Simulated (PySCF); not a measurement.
```xyz
4
charge 1 multiplicity 4, angstrom
Ir   -0.0075    0.0000   -0.0147
H     1.2051    0.0000    1.5487
H     1.7754    0.0000    1.0039
H    -1.5605    0.0000    0.2764
```

These are results of PySCF, UPBE0, basis Ir def2-TZVP with ECP60, H def2-TZVP (scalar-relativistic core potentials, no spin–orbit coupling, density fitting), not measurements.

This geometry of [IrH3]+ is a stationary point at this level.

What is the point group?

Cs.

Is it a minimum?

No: it has 1 imaginary mode, at 356i cm⁻¹ (a'').

List the harmonic modes with their infrared intensities.


| symmetry | ω (cm⁻¹) | IR (km/mol) |
| --- | --- | --- |
| a'' | 356i | – |
| a' | 305 | 2.9 |
| a' | 579 | 0.5 |
| a' | 916 | 37.0 |
| a' | 2227 | 15.4 |
| a' | 3796 | 67.8 |

Give the atomic charges and bond orders.


```
atom  Mulliken  Löwdin  polar tensor  spin (Mulliken)  Mayer order to Ir1
 Ir1      0.69    0.73          0.88             2.81                   –
  H2      0.11    0.13          0.06             0.00                0.24
  H3      0.11    0.13          0.07             0.09                0.22
  H4      0.09    0.01         -0.02             0.10                1.00
```
Other Mayer orders above 0.3: H–H 0.74.

Other isomers or separated fragments may lie lower. With open d or f shells other occupations or spin states may lie lower. At this level a quartet minimum of Cs symmetry lies 9 kJ/mol below this structure. No spin–orbit coupling is included, which matters more the heavier the element.
